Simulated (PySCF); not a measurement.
CH₃BeClS, SMILES C[S][Be][Cl].

Geometry: B3LYP-D3(BJ)/def2-SVP. The values are those of a single conformer.

Method: PySCF with TDA-M06-2X/def2-SVPD.

Vertical excitations. Isolated molecule, no solvent. State labels are in the subgroup Cs.

| state | symmetry | energy (eV) | λ (nm) | f | main pairs |
|---|---|---|---|---|---|
| S1 | A" | 4.76 | 261 | 0.000 | HOMO→LUMO 92 % |
| S2 | A" | 5.88 | 211 | 0.033 | HOMO→LUMO+1 85 % |
| S3 | A' | 6.19 | 200 | 0.049 | HOMO→LUMO+2 46 %, HOMO−1→LUMO 40 %, HOMO→LUMO+5 9 % |
| S4 | A' | 6.64 | 187 | 0.081 | HOMO−1→LUMO 49 %, HOMO→LUMO+2 34 % |
| S5 | A" | 7.06 | 176 | 0.002 | HOMO→LUMO+6 37 %, HOMO→LUMO+4 23 %, HOMO→LUMO+11 14 %, HOMO→LUMO+7 9 % |
| S6 | A" | 7.19 | 172 | 0.020 | HOMO→LUMO+3 86 % |
| S7 | A" | 7.39 | 168 | 0.004 | HOMO−1→LUMO+2 69 %, HOMO→LUMO+4 12 % |
| S8 | A' | 7.44 | 167 | 0.135 | HOMO−1→LUMO+1 72 % |
| S9 | A" | 7.46 | 166 | 0.000 | HOMO−3→LUMO 77 % |
| S10 | A" | 7.64 | 162 | 0.000 | HOMO→LUMO+4 43 %, HOMO→LUMO+11 16 %, HOMO→LUMO+6 14 %, HOMO−3→LUMO 7 % |
| T1 | A" | 4.52 | 274 | 0 | HOMO→LUMO 88 % |
| T2 | A' | 5.41 | 229 | 0 | HOMO→LUMO+2 72 %, HOMO→LUMO+5 19 % |
| T3 | A" | 5.65 | 219 | 0 | HOMO→LUMO+1 80 % |
| T4 | A' | 5.80 | 214 | 0 | HOMO−1→LUMO 84 % |
Triplets are in the Tamm–Dancoff approximation.
